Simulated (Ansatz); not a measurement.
The lowest singlet and triplet of H4Si2 (SMILES [SiH][SiH3]); geometries from B3LYP-D3(BJ)/def2-TZVP, each state relaxed from the structure named, with no frequency check.
Singlet at the triplet's geometry (charge 0, multiplicity 1):
```xyz
6

Si     1.182    -0.415    -0.136
Si    -1.024     0.292     0.087
H      2.323     0.438     0.303
H     -1.372     0.539     1.509
H     -1.883    -0.791    -0.443
H     -1.274     1.536    -0.684
```

A positive gap puts the triplet lower; no zero-point energy. R- takes a restricted singlet. U- takes an unrestricted singlet (broken symmetry where lower, unprojected). The triplet is unrestricted in single-reference levels. Active spaces average the two states.

Cores are frozen in the correlated methods.

Codes used: Ansatz (Gaussian basis) for Hartree–Fock, density functionals and correlated methods. Each number belongs to the level named beside it.

| level | gap E(singlet) − E(triplet), vertical, at the triplet's geometry (kJ/mol) |
|---|---|
| R-HF/cc-pV(T+d)Z | 54.2 |
| R-r2SCAN/def2-TZVPP | 25.6 |
| R-BHLYP/def2-TZVPP | -5.7 |
| R-B2PLYP/def2-TZVPP | -8.8 |
| U-SCS-MP2/cc-pV(D+d)Z (spin-contaminated) | -2.4 |
| U-CCSD/cc-pV(D+d)Z (spin-contaminated) | -3.4 |
| U-CCSD(T)/cc-pV(T+d)Z (spin-contaminated) | -9.3 |
| SA-CASSCF(2,2)/cc-pV(D+d)Z | ___ |
| FIC-MRCISD+Q on SA-CASSCF(2,2)/cc-pV(T+d)Z | ___ |

### Question
Complete the blanks.

### Answer

- SA-CASSCF(2,2)/cc-pV(D+d)Z, gap E(singlet) − E(triplet), vertical, at the triplet's geometry (kJ/mol): 8.4
- FIC-MRCISD+Q on SA-CASSCF(2,2)/cc-pV(T+d)Z, gap E(singlet) − E(triplet), vertical, at the triplet's geometry (kJ/mol): -11.5

Doubts at one or more of the structures used: a restricted determinant that unrestricted orbitals would lower (R-HF/cc-pV(T+d)Z, R-r2SCAN/def2-TZVPP, R-BHLYP/def2-TZVPP, R-B2PLYP/def2-TZVPP); T1 above 0.05 (U-CCSD(T)/cc-pV(T+d)Z (spin-contaminated)).

Ansatz is a program for electronic structure.
